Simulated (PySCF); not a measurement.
The dipole of `C=C[P@@](C)(=O)N([SiH3])[SiH3]` from its density and from atomic charges.

Coordinates (PBE0-D3(BJ)/def2-SVP, Å) and charges (e) from the PBE0/pcSseg-1 density (PySCF):

| atom | x | y | z | Mulliken | IAO | Hirshfeld | ESP-fitted |
| --- | --- | --- | --- | --- | --- | --- | --- |
| C1 | 2.051 | 1.329 | 0.529 | -0.1239 | -0.2479 | -0.0597 | -0.3049 |
| C2 | 1.267 | 0.612 | -0.279 | -0.4679 | -0.4393 | -0.1046 | -0.3466 |
| P3 | 0.316 | -0.749 | 0.422 | +1.1011 | +1.6293 | +0.4538 | +1.1188 |
| C4 | 0.700 | -2.204 | -0.576 | -0.4912 | -0.6890 | -0.1602 | -0.8018 |
| O5 | 0.536 | -0.923 | 1.896 | -0.6344 | -0.9165 | -0.3769 | -0.6542 |
| N6 | -1.321 | -0.398 | 0.174 | -1.0700 | -1.0180 | -0.3007 | -0.5765 |
| Si7 | -2.209 | -0.265 | 1.712 | +0.6700 | +0.7243 | +0.3345 | +0.4692 |
| Si8 | -2.115 | -0.058 | -1.354 | +0.6361 | +0.7156 | +0.3433 | +0.4297 |
| H9 | 2.115 | 1.073 | 1.592 | +0.1598 | +0.1731 | +0.0544 | +0.1827 |
| H10 | 2.638 | 2.177 | 0.164 | +0.1347 | +0.1566 | +0.0580 | +0.1811 |
| H11 | 1.181 | 0.840 | -1.348 | +0.1496 | +0.1552 | +0.0479 | +0.1776 |
| H12 | 0.108 | -3.047 | -0.191 | +0.1661 | +0.1741 | +0.0604 | +0.2303 |
| H13 | 1.769 | -2.435 | -0.464 | +0.1660 | +0.1726 | +0.0584 | +0.2221 |
| H14 | 0.472 | -2.045 | -1.640 | +0.1510 | +0.1591 | +0.0495 | +0.2099 |
| H15 | -1.709 | 0.832 | 2.581 | -0.0725 | -0.1148 | -0.0720 | -0.0752 |
| H16 | -3.588 | 0.098 | 1.245 | -0.1283 | -0.1411 | -0.0860 | -0.1198 |
| H17 | -2.294 | -1.558 | 2.442 | -0.0727 | -0.1152 | -0.0723 | -0.0770 |
| H18 | -1.090 | -0.198 | -2.433 | -0.1243 | -0.1295 | -0.0777 | -0.1046 |
| H19 | -2.665 | 1.329 | -1.388 | -0.0737 | -0.1242 | -0.0746 | -0.0825 |
| H20 | -3.224 | -1.023 | -1.614 | -0.0755 | -0.1246 | -0.0752 | -0.0781 |

**Question.** What dipole does each set of charges give (1 e·Å = 4.803 D), and what does the density give?

**Answer.** The full density gives (0.52, 0.48, -3.34) D, 3.41 D in size; dipole vectors point from the negative to the positive end.

```
    scheme     μx    μy     μz  size (D)  share of the full size (%)  angle to the full dipole (°)
  Mulliken  -0.08  0.09  -2.73      2.74                          80                            12
       IAO  -0.44  0.75  -4.39      4.47                         131                            14
 Hirshfeld   0.42  0.30  -2.50      2.56                          75                             1
ESP-fitted   0.50  0.48  -3.34      3.41                         100                             0
```

**Question.** Which set comes closest?

**Answer.** Length of the difference vector: ESP-fitted 0.02 D, Hirshfeld 0.86 D, Mulliken 0.94 D, IAO 1.45 D. Closest: ESP-fitted. ESP charges are fitted to the potential around the molecule, whose slowest-falling term is the dipole's. 

**Question.** What is left for the Hirshfeld atoms' own dipoles?

**Answer.** The shares of the density sum to the whole, so what Σ q r misses lies in dipoles about the nuclei. The atomic dipoles sum to (0.52, 0.48, -3.34) − (0.42, 0.30, -2.50) = (0.10, 0.18, -0.84) D, 0.86 D in size.

**Question.** With the origin at the mean of the coordinates, (-0.353, -0.331, 0.074) Å, which are the largest single terms, by size, of the Mulliken dipole along the direction of the full one?

**Answer.** Si7 -6.04, O5 +5.27, Si8 +3.56, C2 -1.63, P3 -1.58 D; all 20 atoms together +2.67 D. The single terms depend on the origin, their sum doesn't.

**Question.** Give the size of the full dipole in other units.

**Answer.** 3.41 D = 1.342 au = 0.710 e·Å = 11.38 × 10⁻³⁰ C·m.

The structure is a single PBE0-D3(BJ)/def2-SVP conformer in the gas phase; no vibrational or solvent corrections.

The values belong to the conformer `[CH2:1]=[CH:2][P@@:3]([CH3:4])(=[O:5])[N:6]([SiH3:7])[SiH3:8]`: C1–C2–P3–C4 -127°, C2–P3–N6–Si7 -119°.
